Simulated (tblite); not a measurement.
Compound: C5H6F2O2.
Geometry (GFN2-xTB, Å), atoms numbered from 1 in this order:
```xyz
15
C5H6F2O2 angstrom
C     -0.311    1.430   -0.294
C     -0.026   -0.035    0.063
C      0.836   -0.727   -1.001
C     -1.338   -0.784    0.180
O     -2.426   -0.428   -0.090
F     -1.129   -2.048    0.633
C      0.696   -0.072    1.394
O      1.799   -0.400    1.635
F     -0.107    0.392    2.388
H     -0.870    1.474   -1.225
H      0.623    1.973   -0.415
H     -0.903    1.907    0.483
H      1.008   -1.769   -0.740
H      0.345   -0.678   -1.969
H      1.799   -0.226   -1.066
```

Computed values, GFN2-xTB/tblite, gas phase, harmonic and unscaled. This tight-binding method is rough: wavenumbers can miss measured ones by several per cent, in bad cases by 10 to 20. One conformer, not necessarily the lowest.

Harmonic wavenumbers (cm⁻¹): 38.6, 45.1, 123.3, 160.3, 185.4, 202.9, 216.2, 275.6, 317.1, 427.1, 444.0, 501.6, 612.8, 669.3, 711.5, 734.2, 863.9, 945.0, 976.5, 979.2, 1013.2, 1038.5, 1197.9, 1208.5, 1213.8, 1400.1, 1414.6, 1468.0, 1472.6, 1480.2, 1485.6, 1869.0, 1884.3, 3048.3, 3049.9, 3052.7, 3053.4, 3055.9, 3056.4.

A = 2098, B = 1415, C = 1354 MHz; mass 136.034 u (most abundant isotopes); point group C2, symmetry number 2.

Task: What is the zero-point energy?

Result: Half the sum of the wavenumbers: 22946 cm⁻¹ = 65.61 kcal/mol.

Task: What is S at 200 K and 1 bar for an ideal gas of classical rigid rotors and harmonic oscillators?

Result: Translation 38.68, rotation 26.20, vibration 20.26: S = 85.1 cal/(mol K).

Task: And Cp and H(200 K) − H(0)?

Result: Cp = 28.05 cal/(mol K), of which vibrations give 20.10 (their classical limit is 39 R = 77.5); H(200 K) − H(0) = 3.72 kcal/mol without the zero-point energy, 2.13 from vibrations.

Task: Which modes carry the vibrational entropy at 200 K?

Result: 38.6 cm⁻¹: 4.54; 45.1 cm⁻¹: 4.23; 123.3 cm⁻¹: 2.29; 160.3 cm⁻¹: 1.81; 185.4 cm⁻¹: 1.56; 202.9 cm⁻¹: 1.40 cal/(mol K); the other 33 give 4.42 together.

Task: Blend soft modes into free rotors: weight 1/[1 + (100 cm⁻¹/ν̃)⁴] for the oscillator and the rest for a rotor with moment μB/(μ + B), μ = h/(8π²ν), B = 10⁻⁴⁴ kg m². What vibrational entropy results?

Result: 18.29 cal/(mol K) in place of 20.26, which changes −T·S at 200 K by +0.39 kcal/mol.

Task: What must be added to the electronic energy to get the Gibbs energy at 200 K and 1 bar?

Result: ZPE + [H(200 K) − H(0)] − T·S = 65.61 + 3.72 − 17.03 = 52.30 kcal/mol.

Hindered rotation and anharmonicity are outside this model. Other conformers, if any are populated, would add a mixing term that is left out. The structure is chiral; the term R ln 2 for an equal mix with its mirror image is left out.

On Arm Neoverse V1, one thread, shared host, this took 0.41 s wall. This covers the Hessian and the dipole derivatives.
